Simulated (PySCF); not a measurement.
The same groups moved round the core (butadiene chloro+silyl). Gas-phase values, no solvent. One relaxed conformer stands for each flexible species; it need not be the lowest. Strings in code marks are SMILES.

The HOMO–LUMO gap from two functionals at the same geometries (CAM-B3LYP-D3(BJ)/def2-TZVP), both in PySCF: PBE-D3(BJ)/def2-TZVP and TPSSh-D3(BJ)/def2-TZVP. 

```tsv
species	TPSSh-D3(BJ)/def2-TZVP (eV)
`C=C(Cl)/C=C/[SiH3]` (Cl–C–C–C torsion 0°)	4.67
`C=C(Cl)/C=C\[SiH3]` (Cl–C–C–C torsion 0°)	4.55
`C=C([SiH3])C(=C)Cl` (Si–C–C–Cl torsion 45°)	5.01
`C=C([SiH3])/C=C\Cl` (Si–C–C–C torsion 129°)	4.97
`C=C/C(Cl)=C/[SiH3]` (C–C–C–Cl torsion 0°)	4.60
`Cl/C=C(\C=C)[SiH3]` (C–C–C–Si torsion 0°)	4.68
`C=C/C=C(/[SiH3])Cl` (C–C–C–C torsion 180°)	4.48
`[SiH3]/C=C/C=C/Cl` (C–C–C–C torsion 180°)	4.49
`[SiH3]/C=C/C=C\Cl` (C–C–C–C torsion 180°)	4.46
`[SiH3]/C=C\C=C/Cl` (C–C–C–C torsion 180°)	4.37
```

Question: What does PBE-D3(BJ)/def2-TZVP give for each?

Answer: 
- `C=C(Cl)/C=C/[SiH3]` (Cl–C–C–C torsion 0°): 3.76
- `C=C(Cl)/C=C\[SiH3]` (Cl–C–C–C torsion 0°): 3.64
- `C=C([SiH3])C(=C)Cl` (Si–C–C–Cl torsion 45°): 4.02
- `C=C([SiH3])/C=C\Cl` (Si–C–C–C torsion 129°): 3.99
- `C=C/C(Cl)=C/[SiH3]` (C–C–C–Cl torsion 0°): 3.71
- `Cl/C=C(\C=C)[SiH3]` (C–C–C–Si torsion 0°): 3.77
- `C=C/C=C(/[SiH3])Cl` (C–C–C–C torsion 180°): 3.59
- `[SiH3]/C=C/C=C/Cl` (C–C–C–C torsion 180°): 3.60
- `[SiH3]/C=C/C=C\Cl` (C–C–C–C torsion 180°): 3.57
- `[SiH3]/C=C\C=C/Cl` (C–C–C–C torsion 180°): 3.49
Over these rows, drawn at random from the members with no instability flagged (it was tested for open shells, ions and some series alone), PBE minus TPSSh-D3(BJ): mean -0.91 eV, from -0.99 eV to -0.88 eV.
